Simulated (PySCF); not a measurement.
Chlorotrifluoroethylene, C₂ClF₃.
Numbering: `[F:1][C:2]([F:3])=[C:4]([F:5])[Cl:6]`

Computed geometry: GFN2-xTB, gas phase.

Question: What internal coordinates does the optimisation give?

Answer: 
```tsv
bond	length (Å)	order
F1–C2	1.322	single
C2–F3	1.321	single
C2=C4	1.332	double
C4–F5	1.334	single
C4–Cl6	1.709	single
```

Orders are formal, as drawn. A selection of angles:
```tsv
angle	degrees
F1–C2–F3	111.5
F1–C2–C4	124.7
F3–C2–C4	123.8
C2–C4–F5	120.5
C2–C4–Cl6	124.3
F5–C4–Cl6	115.3
```

Torsions: F1–C2–C4–F5 0° (synperiplanar).

The 6 heavy atoms lie in one plane (0.000 Å rms).

Point group: Cs (every atom within 0.08 Å of its image). No frequency check.

---

C3H6.
Bonds: C1–C2, C2–C3, C1–C3. Hydrogens: H4, H5 on C1; H6, H7 on C2; H8, H9 on C3.

Method: PBE0-D3(BJ)/def2-SVP geometry optimisation, gas phase (PySCF).

List the bond lengths and angles at this level.

```tsv
bond	length (Å)
C1–C2, C1–C3, C2–C3	1.499
C1–H4 and 5 like bonds	1.093
```

Bonds in one row agree within 0.01 Å and their mean is given. A selection of angles:
```tsv
angle	degrees
C2–C1–C3	60.0
C2–C1–H4	118.2
H4–C1–H5	113.8
```

All internal angles of the 3-membered ring C1–C2–C3 are 60.0°. All 3 C–C bonds measure 1.499 Å.

Point group: D3h (tolerance 0.08 Å). Not checked by PBE0-D3(BJ)/def2-SVP frequencies.

Time: 3.0 s of wall time; peak memory 0.32 GiB. Hardware: Arm Neoverse V1, one thread (shared host). This is the geometry optimisation.

---

Species: GeCl2H2.
Bonds: Ge1–Cl2, Ge1–Cl3. Hydrogens: H4, H5 on Ge1.

Method: PBE0-D3(BJ)/def2-SVP geometry optimisation, gas phase in PySCF 2.14.0.

(1) List the bond lengths and angles at this level.

## Answers

(1) 
```tsv
bond	length (bohr)
Ge1–Cl2, Ge1–Cl3	4.062
Ge1–H4, Ge1–H5	2.891
```

Bonds in one row agree within 0.02 bohr and their mean is given. A selection of angles:
```tsv
angle	degrees
Cl2–Ge1–Cl3	108.2
Cl2–Ge1–H4	108.3
H4–Ge1–H5	115.6
```

Ge1 (germanium bonded to 2 Cl and 2 H) is distorted tetrahedral (angles from 108.1° to 115.6°).

Point group: C2v (tolerance 0.08 Å). Whether it is a minimum is left open (no frequencies).
